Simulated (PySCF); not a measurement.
Species: CH2ClF3Si.
Atom-mapped SMILES: `[F:1][SiH2:2][C:3]([F:4])([F:5])[Cl:6]` (hydrogens: H7, H8 on Si2)

Method used: PBE0-D3(BJ)/def2-SVP geometry optimisation, gas phase in PySCF.

Q: List the bond lengths, angles and torsions at this level.

A: 
| bond | length (Å) |
| --- | --- |
| F1–Si2 | 1.618 |
| Si2–C3 | 1.922 |
| C3–F4, C3–F5 | 1.342 |
| C3–Cl6 | 1.785 |
| Si2–H7, Si2–H8 | 1.483 |

Bonds in one row agree within 0.01 Å and their mean is given. A selection of angles:
| angle | degrees |
| --- | --- |
| F1–Si2–C3 | 108.2 |
| F1–Si2–H7 | 110.0 |
| C3–Si2–H7 | 107.7 |
| H7–Si2–H8 | 113.8 |
| Si2–C3–F4 | 112.8 |
| Si2–C3–F5 | 109.1 |
| Si2–C3–Cl6 | 110.2 |
| F4–C3–F5 | 107.4 |
| F4–C3–Cl6 | 108.7 |

Dihedral angles: F1–Si2–C3–F4 62° (synclinal). The mirror-image conformer, all signs reversed, is as good.

Si2 (fluorine-bound silicon) is distorted tetrahedral (angles from 107.7° to 113.8°).

Point group: C1 (no symmetry element, even within 0.4 Å). No frequency check. One conformer, not necessarily the lowest.
